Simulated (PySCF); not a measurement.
A structure optimised at PBE-D3(BJ)/def2-SVP, used in a PySCF frequency run:

```xyz
9

Ga    -0.0447    -0.3036     0.0000
F     -1.1115    -1.7247     0.0000
C     -0.7025     1.5190     0.0000
C      0.1465     2.5667     0.0000
H     -1.7916     1.6979     0.0000
H     -0.2179     3.6100     0.0000
H      1.2422     2.4366     0.0000
O      1.7062    -0.7064     0.0000
H      1.8430    -1.6722     0.0000
```
Charge 0, spin multiplicity 1.

Task: Write its SMILES, formula and point group.

Result: C=[CH][Ga]([OH])[F], C2H4FGaO, Cs

Task: What are its rotational constants (standard atomic weights)?

Result: 5.9939, 2.5004, 1.7644 GHz
